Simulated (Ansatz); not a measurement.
Consider the hydrogenolysis of a Zn–S bond: `C[CH2][Zn][SH]` + H₂ → `C[CH2][ZnH]` + H₂S.

Isolated molecules relaxed with PBE0-D4/def2-TZVP in Ansatz; ΔE leaves out vibrations. CCSD(T)/CBS is the MP2 limit (def2-TZVPP, def2-QZVPP) plus CCSD(T) − MP2 in def2-TZVPP, frozen cores. This one scheme is used for every species. Functionals use def2-TZVPP. B3LYP here is the variant with VWN-RPA as its local correlation; programs differ in this. HSE06 is defined as in plane-wave codes. For Zn outer-core shells are correlated without core-valence functions, which leaves a few kJ/mol of doubt a bond. Scalar relativity is left out up to krypton. One conformer a species, not always the lowest.

```tsv
level	ΔE (eV)
B3LYP-D4	0.84
r2SCANh	0.90
HSE06	0.85
BHLYP	0.80
```

(1) What does CCSD(T)/CBS give? (Best estimate.)

Largest T1 diagnostic among the species: 0.013.

## Answers

(1) Ansatz gave: +0.93 eV. The listed levels differ from it by -0.09, -0.03, -0.08, -0.13 eV.

Leaving LDA and LC-ωPBE aside and taking each functional with its dispersion term where it has one, the values, not all of them listed here, spread over 0.15 eV, from B97M-V to r2SCAN-D4. In def2-TZVPP, CCSD(T) changes the Hartree–Fock value by +0.08 eV (the triples alone add +0.04 eV) and MP2 by +0.17 eV.
